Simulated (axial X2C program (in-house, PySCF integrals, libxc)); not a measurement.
## Spin–orbit effects down a group: molecules with Be (ions), HF

Calculated with an axial X2C code built on PySCF integrals, spin-free (one-electron X2C) or two-component (2c: spin–orbit coupling with atomic mean-field Coulomb and Gaunt terms, which also bring small scalar terms), in Dyall basis sets with cores contracted in-house; open shells are unrestricted.

Basis sets: Be dyall-av3z, O dyall-av3z, S dyall-av3z, Se dyall-acv3z.

```tsv
molecule	spin-free state	Re (Å)	ωe (cm⁻¹)	De (eV)	2c state	Re 2c (Å)	ωe 2c (cm⁻¹)	De 2c (eV)
BeO⁻	M_S = 1/2, Λ = 0	1.340	1517.2	n/a	Ω = 1/2	1.340	1517.0	n/a
BeS⁻	M_S = 1/2, Λ = 0	1.811	918.6	3.05	Ω = 1/2	1.811	918.5	n/a
BeSe⁻	M_S = 1/2, Λ = 0	1.943	772.6	2.62	Ω = 1/2	1.943	771.7	2.53
```

Q: Work out the shifts from the spin-free to the two-component result.

A: 

```
molecule  2c state  ΔRe (Å)  Δωe (cm⁻¹)  ΔDe (eV)
    BeO⁻   Ω = 1/2    0.000        -0.2       n/a
    BeS⁻   Ω = 1/2    0.000        -0.1       n/a
   BeSe⁻   Ω = 1/2    0.000        -0.9     -0.09
```

Shifts of one unit in the last digit are rounding.

Fragments in 2c: O + Be-, S- + Be, Se- + Be. Each entry is the lowest single determinant of a limited PBE0 search at one distance. De goes to single-determinant-based atoms at the same level (for ions the charge split of lowest energy) and is withheld (n/a) where an atom does not fit its ground term or J level. Main or longest-lived isotopes. One determinant is a doubtful description, or other states lie close, for BeO⁻; these need not be ground states, and all values refer to the states named.
